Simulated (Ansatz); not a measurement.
`NB(F)[SiH3]` + H₂O → `NB(O)F` + SiH₄  (formal hydrolysis of a B–Si bond)

Gas-phase electronic energies from Ansatz, PBE0-D4/def2-TZVP geometries. CCSD(T)/CBS is the MP2 limit (def2-TZVPP, def2-QZVPP) plus CCSD(T) − MP2 in def2-TZVPP, frozen cores. This one scheme is used for every species. DFT in def2-TZVPP. One conformer a species, not always the lowest.

`NB(F)[SiH3]`:

Cartesian coordinates in Å:
```
N 0.488 1.505 -0.480
B -0.283 0.357 -0.632
F -1.124 0.304 -1.679
Si -0.185 -1.211 0.654
H 0.436 2.283 -1.119
H 1.141 1.627 0.274
H -1.500 -1.448 1.311
H 0.204 -2.462 -0.052
H 0.823 -0.953 1.723
```

H₂O:

Cartesian coordinates in Å:
```
O -0.111 0.326 0.182
H 0.526 -0.324 0.486
H -0.415 -0.002 -0.667
```

`NB(O)F`:

Z-matrix (Å, degrees):
```
N
B 1 1.406
H 1 1.004 2 121.1
H 1 1.003 2 124.7 3 180.0
O 2 1.363 1 125.7 3 -180.0
F 2 1.337 1 118.3 3 0.0
H 5 0.957 2 114.6 1 0.0
```

SiH₄:

Cartesian coordinates in Å:
```
Si 0.000 0.000 0.000
H -0.639 1.330 -0.163
H 1.361 0.029 -0.593
H -0.818 -1.030 -0.689
H 0.097 -0.329 1.444
```

```tsv
level	ΔE (kJ/mol)
PBE	-119.1
MP2/def2-TZVPP	-136.8
```

(1) What does CCSD(T)/CBS give? (Best estimate.)

Largest T1 diagnostic among the species: 0.013.

Results:

(1) Computed: -129.0 kJ/mol. The listed levels differ from it by 9.9, -7.8 kJ/mol.

In def2-TZVPP, CCSD(T) changes the Hartree–Fock value by +26.6 kJ/mol (the triples alone add +3.6 kJ/mol) and MP2 by +23.3 kJ/mol. At CCSD(T), def2-SVP lies −24.4 kJ/mol from the extrapolated value and def2-TZVPP −4.4 kJ/mol. From BLYP to BHLYP (50 % exact exchange), in def2-TZVPP and without D4, ΔE moves by −16.4 kJ/mol.
